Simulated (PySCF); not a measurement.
Structure elucidation problem

Molecular formula: C7H12SSi. Simulated spectra:

¹H NMR (400 MHz, computed): δ 4.48 (s, 3H), 3.31 (s, 1H), 2.20 (q, 2H), 2.11 (s, 3H), 1.10 (t, 3H).

¹³C{¹H} NMR (computed): δ 149.2 (C), 141.4 (C), 90.6 (CH), 85.9 (C), 32.9 (CH2), 24.5 (CH3), 15.9 (CH3).

Theory: geometry: PBE0-D3(BJ)/def2-SVP, shieldings: GIAO B3LYP/pcSseg-1, in PySCF 2.14 (non-relativistic, one averaged value for each set of equivalent atoms, gas phase, a single conformation).

Chemical shifts δ = σref − σ; ¹H, ¹³C against TMS, all at this level.

Propose a structure and justify it.

Results:


Rings plus π bonds: 3. 7 carbon signals for 7 carbons: no two carbons are equivalent. Carbon types of the structure: 3 × C, 1 × CH, 1 × CH2, 2 × CH3, leaving 3 H on heteroatoms. δC 149.2, 141.4: fully substituted alkene carbon; an sp2 carbon of a C=C bond. δC 90.6: terminal alkyne carbon; the triple bond shields along its axis, which puts it between sp3 and sp2 carbons. δC 85.9: alkyne carbon; the triple bond shields along its axis, which puts it between sp3 and sp2 carbons. δC 32.9: allylic sp3 CH2; saturated and bonded to C and H only. δH 3.31: hydrogen on a terminal alkyne carbon; it lies on the axis of the triple bond, in its shielding cone. δH 2.20: hydrogen on an allylic sp3 CH2; allylic position. δH 2.11: hydrogen on an allylic methyl carbon; allylic position.

The compound is `C#C/C(CC)=C(/C)S[SiH3]`.

This is the structure that produced the data.

Shifts are as computed. Against solution values, carbons near 30 ppm lie about +2 ppm off and those near 130 ppm about +6 ppm. Of 1211 compounds with measured shifts, 218 miss one by over three times the rms of a fit or turn the order of signals round; such compounds aren't used in these exercises. Multiplicities follow the n + 1 count of equivalent neighbours, as no J values were calculated; m marks all less simple cases, F and P coupling included.
